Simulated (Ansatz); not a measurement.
Calculated with Ansatz (gas phase, PBE0-D4/def2-TZVP geometries, no zero-point term in ΔE). CCSD(T)/CBS is the MP2 limit (def2-TZVPP, def2-QZVPP) plus CCSD(T) − MP2 in def2-TZVPP, frozen cores. This one scheme is used for every species. Functionals use def2-TZVPP. B3LYP here is the variant with VWN-RPA as its local correlation; programs differ in this. def2 core potentials past Kr. For Sn outer-core shells are correlated without core-valence functions, which leaves a few kJ/mol of doubt a bond. One conformer a species, not always the lowest.

Consider the stannylene formation by 1,1-elimination: `[SH][SnH2][SH]` → H₂ + `[SH][Sn][SH]`.

`[SH][SnH2][SH]`:

```xyz
7

S    -0.068   -0.404   -2.109
Sn   -0.512   -0.380    0.251
S     1.505   -0.279    1.550
H     0.047    0.932   -2.181
H    -1.467    0.988    0.601
H    -1.229   -1.873    0.627
H     1.725    1.015    1.262
```

H₂:

Z-matrix (Å, degrees):
```
H
H 1 0.746
```

`[SH][Sn][SH]`:

```xyz
5

S    -0.547    0.296   -1.322
Sn    1.386    0.125    0.143
S     0.092   -0.557    2.087
H     0.176    0.672   -2.390
H    -1.108   -0.535    1.483
```

```
         level  ΔE (eV)
         B3LYP    -0.44
MP2/def2-TZVPP    -0.23
  HF/CBS(def2)    -0.03
 MP2/CBS(def2)    -0.30
```

What does CCSD(T)/CBS give? (Estimate.)

Computed: -0.18 eV. The listed levels differ from it by -0.26, -0.05, 0.15, -0.12 eV.

Largest T1 diagnostic among the species: 0.016.

In def2-TZVPP, CCSD(T) changes the Hartree–Fock value by −0.08 eV (the triples alone add −0.03 eV) and MP2 by −0.20 eV. From PBE to PBE0 (25 % exact exchange), in def2-TZVPP and without D4, ΔE moves by +0.21 eV.
